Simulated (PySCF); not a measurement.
## Scalar relativity in Al+ (aluminium, charge +1)

[Ne] 3s2, closed-shell 1S; UHF calculated with PySCF 2.14 in dyall-av3z (19s12p3d2f, 84 functions), once non-relativistic with a point nucleus and once with spin-free X2C-1e and a Gaussian nucleus.

| shell | ε non-rel. (eV) | rms r non-rel. (bohr, spins averaged) |
| --- | --- | --- |
| 1s | -1600.4 | 0.1395 |
| 2s | -141.98 | 0.6768 |
| 2p | -95.855 | 0.6745 |
| 3s | -17.750 | 2.607 |

**Question.** How does scalar relativity move these shells?

**Answer.** 1s: ε -1603.6 eV, radius -0.34 %; 2s: ε -142.46 eV, radius -0.26 %; 2p: ε -95.806 eV, radius -0.05 %; 3s: ε -17.781 eV, radius -0.17 %.

The total energy goes from -241.6745 to -242.1116 hartree.

Ionisation energy, Al+ [Ne] 3s2 (1S) → Al(2+) [Ne] 3s1 (2S) (eV):

```tsv
method	non-relativistic	spin-free X2C	shift
UHF	17.520	17.551	0.030
LDA	18.892	18.925	0.033
PBE	18.758	18.790	0.032
PBE0	18.652	18.684	0.031
r2SCAN	18.381	18.413	0.031
MP2 (valence)	18.299	18.328	0.029
SCS-MP2 (valence)	18.454	18.484	0.029
CCSD (valence)	18.613	18.640	0.028
CCSD(T) (valence)	18.613	18.640	0.028
CCSDT (valence)	18.613	18.640	0.028
FCI (valence)	18.613	18.640	0.028
```

Relativity contracts and stabilises s shells directly. The contracted s shells screen the nucleus better, so for spin-averaged p shells the direct and indirect effects partly cancel.
